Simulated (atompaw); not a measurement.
## Logarithmic derivatives: Nb (Z = 41), PAW (atompaw)

atompaw 4.2.0.5 input, output lines left out:

```
Nb 41
LDA-PW scalarrelativistic loggrid 1500 logderivrange -9 5 351
5 5 4 0 0 0
5 0 0
5 1 0
4 2 2
0 0 0
c
c
c
v
v
c
c
v
v
c
v
2
2.65 2.55 1.90 2.25
n
n
y
-0.8
n
custom polynom vanderbiltortho besselshape
3 0 troulliermartins
1.25
2.65
1.65
1.75
2.65
2.65
```

The phase is arctan(r·u′/u) with u = r·R(r), unwrapped; energies in Ry, scanned from -9 to 5 Ry. A pole is an energy at which the radial function vanishes at the test radius. The pseudo phase is shifted by a multiple of π to meet the all-electron one at the reference energy, and phase errors are pseudo minus all-electron; the curves can meet again beyond the range given. Levels narrower than the energy grid can be missing from the lists of poles.

```json
{"channel": "s", "radius (bohr)": "2.66", "reference energy (Ry)": "-1.89", "poles, all-electron": "-6.50, 0.62", "poles, pseudo": "-6.50, -0.08, 2.13", "unbroken range about the reference energy with phases within 0.05 rad": "below -0.3", "phase error 1 Ry above the reference energy (rad)": "-0.022"}
{"channel": "p", "radius (bohr)": "2.66", "reference energy (Ry)": "-1.46", "poles, all-electron": "-4.66, 1.83", "poles, pseudo": "-4.66, 1.84", "unbroken range about the reference energy with phases within 0.05 rad": "the whole range", "phase error 1 Ry above the reference energy (rad)": "+0.000"}
{"channel": "d", "radius (bohr)": "2.66", "reference energy (Ry)": "-2.26", "poles, all-electron": "-1.84, 4.01", "poles, pseudo": "-1.84, 3.81", "unbroken range about the reference energy with phases within 0.05 rad": "the whole range", "phase error 1 Ry above the reference energy (rad)": "-0.000"}
```

Phases in the s channel:

```json
{"E (Ry)": "-9.00", "all-electron": "1.417", "pseudo": "1.416"}
{"E (Ry)": "-8.76", "all-electron": "1.413", "pseudo": "1.412"}
{"E (Ry)": "-8.52", "all-electron": "1.409", "pseudo": "1.408"}
{"E (Ry)": "-8.28", "all-electron": "1.405", "pseudo": "1.404"}
{"E (Ry)": "-8.04", "all-electron": "1.400", "pseudo": "1.399"}
{"E (Ry)": "-7.80", "all-electron": "1.394", "pseudo": "1.393"}
{"E (Ry)": "-7.56", "all-electron": "1.388", "pseudo": "1.387"}
{"E (Ry)": "-7.32", "all-electron": "1.379", "pseudo": "1.378"}
{"E (Ry)": "-7.08", "all-electron": "1.365", "pseudo": "1.364"}
{"E (Ry)": "-6.84", "all-electron": "1.335", "pseudo": "1.333"}
{"E (Ry)": "-6.60", "all-electron": "0.805", "pseudo": "0.799"}
{"E (Ry)": "-6.36", "all-electron": "-1.702", "pseudo": "-1.703"}
{"E (Ry)": "-6.12", "all-electron": "-1.742", "pseudo": "-1.743"}
{"E (Ry)": "-5.88", "all-electron": "-1.760", "pseudo": "-1.761"}
{"E (Ry)": "-5.64", "all-electron": "-1.773", "pseudo": "-1.775"}
{"E (Ry)": "-5.40", "all-electron": "-1.785", "pseudo": "-1.787"}
{"E (Ry)": "-5.16", "all-electron": "-1.798", "pseudo": "-1.800"}
{"E (Ry)": "-4.92", "all-electron": "-1.811", "pseudo": "-1.813"}
{"E (Ry)": "-4.68", "all-electron": "-1.826", "pseudo": "-1.829"}
{"E (Ry)": "-4.44", "all-electron": "-1.843", "pseudo": "-1.846"}
{"E (Ry)": "-4.20", "all-electron": "-1.863", "pseudo": "-1.866"}
{"E (Ry)": "-3.96", "all-electron": "-1.887", "pseudo": "-1.891"}
{"E (Ry)": "-3.72", "all-electron": "-1.917", "pseudo": "-1.921"}
{"E (Ry)": "-3.48", "all-electron": "-1.954", "pseudo": "-1.959"}
{"E (Ry)": "-3.24", "all-electron": "-2.004", "pseudo": "-2.009"}
{"E (Ry)": "-3.00", "all-electron": "-2.073", "pseudo": "-2.079"}
{"E (Ry)": "-2.76", "all-electron": "-2.174", "pseudo": "-2.180"}
{"E (Ry)": "-2.52", "all-electron": "-2.334", "pseudo": "-2.340"}
{"E (Ry)": "-2.28", "all-electron": "-2.605", "pseudo": "-2.609"}
{"E (Ry)": "-2.04", "all-electron": "-3.053", "pseudo": "-3.054"}
{"E (Ry)": "-1.80", "all-electron": "-3.596", "pseudo": "-3.597"}
{"E (Ry)": "-1.56", "all-electron": "-4.002", "pseudo": "-4.007"}
{"E (Ry)": "-1.32", "all-electron": "-4.242", "pseudo": "-4.253"}
{"E (Ry)": "-1.08", "all-electron": "-4.386", "pseudo": "-4.402"}
{"E (Ry)": "-0.84", "all-electron": "-4.479", "pseudo": "-4.503"}
{"E (Ry)": "-0.60", "all-electron": "-4.545", "pseudo": "-4.577"}
{"E (Ry)": "-0.36", "all-electron": "-4.593", "pseudo": "-4.640"}
{"E (Ry)": "-0.12", "all-electron": "-4.631", "pseudo": "-4.701"}
{"E (Ry)": "0.12", "all-electron": "-4.662", "pseudo": "-4.778"}
{"E (Ry)": "0.36", "all-electron": "-4.688", "pseudo": "-4.940"}
{"E (Ry)": "0.60", "all-electron": "-4.711", "pseudo": "-6.123"}
{"E (Ry)": "0.84", "all-electron": "-4.731", "pseudo": "-7.524"}
{"E (Ry)": "1.08", "all-electron": "-4.750", "pseudo": "-7.693"}
{"E (Ry)": "1.32", "all-electron": "-4.768", "pseudo": "-7.758"}
{"E (Ry)": "1.56", "all-electron": "-4.786", "pseudo": "-7.797"}
{"E (Ry)": "1.80", "all-electron": "-4.804", "pseudo": "-7.825"}
{"E (Ry)": "2.04", "all-electron": "-4.822", "pseudo": "-7.847"}
{"E (Ry)": "2.28", "all-electron": "-4.842", "pseudo": "-7.866"}
{"E (Ry)": "2.52", "all-electron": "-4.864", "pseudo": "-7.882"}
{"E (Ry)": "2.76", "all-electron": "-4.889", "pseudo": "-7.898"}
{"E (Ry)": "3.00", "all-electron": "-4.918", "pseudo": "-7.913"}
{"E (Ry)": "3.24", "all-electron": "-4.954", "pseudo": "-7.928"}
{"E (Ry)": "3.48", "all-electron": "-4.999", "pseudo": "-7.943"}
{"E (Ry)": "3.72", "all-electron": "-5.059", "pseudo": "-7.960"}
{"E (Ry)": "3.96", "all-electron": "-5.144", "pseudo": "-7.977"}
{"E (Ry)": "4.20", "all-electron": "-5.276", "pseudo": "-7.997"}
{"E (Ry)": "4.44", "all-electron": "-5.495", "pseudo": "-8.019"}
{"E (Ry)": "4.68", "all-electron": "-5.881", "pseudo": "-8.045"}
{"E (Ry)": "4.92", "all-electron": "-6.445", "pseudo": "-8.077"}
```
